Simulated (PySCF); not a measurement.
**CaO: one state, many levels of theory**

State: ¹Σ⁺ (singlet), closed shell. Set-up: Ca def2-SVP, O def2-SVP; no relativity (PySCF 2.14). De refers to Ca + O in their high-spin ground configurations, without counterpoise correction. A positive dipole means Ca(−)O(+). Levels whose curve was spin-contaminated or gave no clean fit are not listed.

| Level | Re (Å) | ωe (cm⁻¹) | De (eV) | μ (D) | CPU s a point (SCF and correlation, without the integrals) |
| --- | --- | --- | --- | --- | --- |
| RHF | 1.823 | 859 | 0.164 | -10.92 | 0.049 |
| RHF-MP2 | 1.869 | 697 | 3.40 | n/a | 0.07 |
| RHF-SCS-MP2 | 1.867 | 711 | 3.06 | n/a | n/a |
| RHF-CCSD | 1.867 | 728 | 2.47 | n/a | n/a |
| PBE | 1.823 | 774 | 5.06 | -7.32 | 0.8 |
| r²SCAN | 1.815 | 805 | 4.75 | -7.96 | 0.98 |
| TPSSh | 1.818 | 806 | 4.41 | -8.05 | 0.82 |
| r²SCANh | 1.809 | 819 | 4.40 | -8.31 | 0.79 |
| PBE0 | 1.803 | 822 | 4.11 | -8.40 | 0.96 |
| M06-2X | 1.806 | 825 | 3.45 | -9.19 | 0.76 |

The bond length runs from 1.803 Å (PBE0) to 1.869 Å (RHF-MP2). De spans 0.16 eV (RHF, mean field) to 5.06 eV (PBE, GGA).

Correlated steps freeze 6 core orbitals. Correlated levels converge slowly with the basis: in double zeta they bind strong bonds too weakly, by up to about 1 eV, and carry superposition errors of some tenths. Where the molecule has an RHF reference, its open-shell atoms are computed with UHF. The CCSD T1 diagnostic is raised, a sign that a single reference may not be enough here.

The whole job (state search and all levels along the bond) took about 1.6 min on 1 thread of Oxide Virtual Turin-like (shared host), peak memory 0.45 GiB.
